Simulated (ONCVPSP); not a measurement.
Cutoff test, Cd, ONCV

```
Element                 : Cd (Z = 48)
Generator               : ONCVPSP 4.0.1
Type                    : optimised norm-conserving Vanderbilt (ONCV)
Functional              : LDA (Perdew-Wang 92)
Relativity              : scalar-relativistic
Frozen core             : [Ar] 3d10
Valence charge          : 20
Reference configuration : 4s2 4p6 4d10 5s1 5p1
Partial waves           : 4s+5s: rc 1.30 bohr, ncon 3, nbas 7, qcut 8.3 1/bohr, 2 projectors; 4p+5p: rc 1.70 bohr, ncon 4, nbas 8, qcut 8.7 1/bohr, 2 projectors; 4d: rc 1.90 bohr, ncon 4, nbas 9, qcut 10.1 1/bohr, 2 projectors, debl 1.6 Ha
Local potential         : polynomial inside 1.20 bohr (lpopt 3, dvloc0 1 Ha)
Core correction         : none
```

Q: For each optimised wave give the share of its norm inside rc, the residual kinetic energy above qcut (Ha) and the cutoffs (Ha) for errors of 10, 1, 0.1 and 0.01 mHa per electron.

A:

| wave | norm inside rc | residual KE | 10 mHa | 1 mHa | 0.1 mHa | 0.01 mHa |
| --- | --- | --- | --- | --- | --- | --- |
| 4s | 0.911 | 3.8e-05 | 21.7 | 27.5 | 32.0 | 86.8 |
| 5s | 0.042 | 2.0e-05 | 16.7 | 25.1 | 30.8 | 42.1 |
| 4p | 0.967 | 1.7e-08 | 17.3 | 22.1 | 26.3 | 30.0 |
| 5p | 0.033 | 2.7e-08 | 10.9 | 16.1 | 20.6 | 24.2 |
| 4d | 0.869 | 1.8e-09 | 24.4 | 30.4 | 35.6 | 39.9 |
| d projector 2 | 0.078 | 1.6e-09 | 20.7 | 27.9 | 33.9 | 38.9 |

The occupied waves need 30 Ha and 36 Ha for 1 and 0.1 mHa.
